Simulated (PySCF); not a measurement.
# PtH₄, triplet: data card

All numbers come from UPBE0 in PySCF with Pt def2-TZVP with ECP60, H def2-TZVP; scalar-relativistic core potentials, no spin–orbit coupling; density-fitted integrals.

The structure is a minimum.

```xyz
5
charge 0 multiplicity 3, angstrom
Pt    0.0000    0.0000   -0.0122
H     0.0000    1.4643    0.6146
H     0.0000   -1.4643    0.6146
H     1.4643    0.0000    0.6146
H    -1.4643    0.0000    0.6146
```

* Point group: C4v
* Bond lengths: Pt–H 1.593 Å (×4)
* Bond angles: H–Pt–H 81.1° (×4), H–Pt–H 133.7° (×2)
* Lowest empty level (β): -3.68 eV
* Spin squared ⟨S²⟩: 2.007
* Rotational constants: 2.87, 2.87, 1.95 cm⁻¹
* Enthalpy at 298.15 K above 0 K: 12.25 kJ/mol
* Heat capacity Cp at 298.15 K: 54.2 J/(mol K)
* Entropy at 298.15 K and 1 bar (electronic part: spin only): 255.9 J/(mol K)
* Rotational symmetry number: 4
* Atomisation energy without zero-point energy: 975 kJ/mol
* Zero-point energy: 67.8 kJ/mol
* Highest occupied level (α): -6.94 eV
* Principal polarisabilities: 34.7, 47.1, 47.1 bohr³
* Dipole moment: 0.92 D
* Principal quadrupole moments (Buckingham, traceless) about the centre of mass: -0.62, -0.62, 1.23 D Å

Harmonic modes (masses in u: Pt 194.965, H 1.008):
```
symmetry  ω (cm⁻¹)  IR (km/mol, summed over degenerate members)
       e       384                                         50.6
      b1       789                                          0.0
      b2       793                                          0.0
      a1       819                                          2.7
       e      1888                                         78.4
      b1      2194                                          0.0
      a1      2205                                          3.4
```

In C4v the vibrations span 2e + 2b1 + b2 + 2a1. The b1, b2 modes carry no infrared intensity, as symmetry demands.

Charges (e):
| atom | Mulliken | Löwdin | polar tensor | spin (Mulliken) | Mayer order to Pt1 |
| --- | --- | --- | --- | --- | --- |
| Pt1 | 0.04 | 0.07 | 0.16 | 0.89 | – |
| H2,3,4,5 | -0.01 | -0.02 | -0.04 | 0.28 | 0.85 |

Mulliken populations on Pt1 (electrons outside its core potential): s 2.91, p 6.48, d 8.56, f 0.01.

Outer orbital energies (eV). α occupied: -13.23, -12.82, -11.66, -11.66, -10.03, -9.31, -6.94, -6.94; empty: -1.76, 0.07, 2.13, 2.69. β occupied: -12.06, -12.04, -10.66, -10.66, -9.58, -9.01; empty: -3.68, -3.68, -1.06, 1.09.

Formally Pt is in oxidation state +4, d6, with 2 unpaired electrons (the high-spin count would be 4). The Mulliken spin on Pt is 0.89, so most of the spin sits on the ligands and the formal count fails. The polar-tensor charge on Pt, 0.16, is far below the formal one.

This need not be the most stable arrangement of these atoms. Open d and f shells are described by one determinant, and the ground state may have another occupation or spin. At this level a singlet minimum of D2d symmetry lies 185 kJ/mol below this structure. With an element this heavy the missing spin–orbit coupling can shift these numbers.

The final relaxation and frequency run took roughly 50 core-seconds on a shared host.
